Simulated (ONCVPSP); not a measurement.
**What one change does to a pseudopotential (magnesium (Mg), ONCV)**

* Element: Mg
* Generator: ONCVPSP 4.0.1
* Type: optimised norm-conserving Vanderbilt (ONCV)
* Functional: LDA (Perdew-Wang 92)
* Relativity: scalar-relativistic
* Frozen core: [He]
* Valence charge: 10
* Reference configuration: 2s2 2p6 3s2
* Partial waves: 2s+3s: rc 1.30 bohr, ncon 3, nbas 7, qcut 12.3 1/bohr, 2 projectors; 2p: rc 1.00 bohr, ncon 4, nbas 8, qcut 11.9 1/bohr, 2 projectors, debl 2.7 Ha
* Local potential: polynomial inside 1.00 bohr (lpopt 5, dvloc0 0 Ha)
* Core correction: Teter function, fcfact 3.5, rcfact 1.55

Change: s: qcut 8.1; p: qcut 7.9.

Cutoffs: the cutoffs (Ha) at which the residual kinetic energy of the hardest occupied pseudo-wave falls to 1 and 0.1 mHa per electron; they do not see the model core or the augmentation charge, which bear on the density cutoff. Errors are all-electron minus pseudo energies relative to the spin-unpolarised reference configuration.

Task: How do hardness, ghosts and transferability respond?

Result: The potential gets harder (63 Ha and 89 Ha → 203 Ha and 268 Ha); of the 4 tests that both files solve, the error grows in 2 and shrinks in 0 by more than 15 % and 0.3 meV (median size 0.2 → 0.5 meV); neither file shows a bound ghost.

```tsv
quantity	base	changed
cutoff, loose	63 Ha	203 Ha
cutoff, tight	89 Ha	268 Ha
loose cutoff by channel	s 20 Ha, p 63 Ha	s 21 Ha, p 203 Ha
bound ghosts	none	none
GHOST(+) flags under 300 eV	none	none
error for 2s2 2p6 3s1, meV [ΔE 8.07 eV]	-0.2	-0.3
error for 2s2 2p6 3s0, meV [ΔE 23.11 eV]	-1.4	-2.4
error for 2s2 2p6 3s1.5, meV [ΔE 3.19 eV]	-0.1	-0.1
error for 2s2 2p6 3s0 3p2, meV [ΔE 7.27 eV]	-0.1	-0.7
s: phases at 1.32 bohr within 0.05 rad from the reference energy up to (Ha; the scan ends near 5)	to the end of the scan	to the end of the scan
p: phases at 1.02 bohr within 0.05 rad from the reference energy up to (Ha; the scan ends near 5)	to the end of the scan	to the end of the scan
rms error of d²Exc/dni dnj with the model core, mHa	1.29	0.76
```
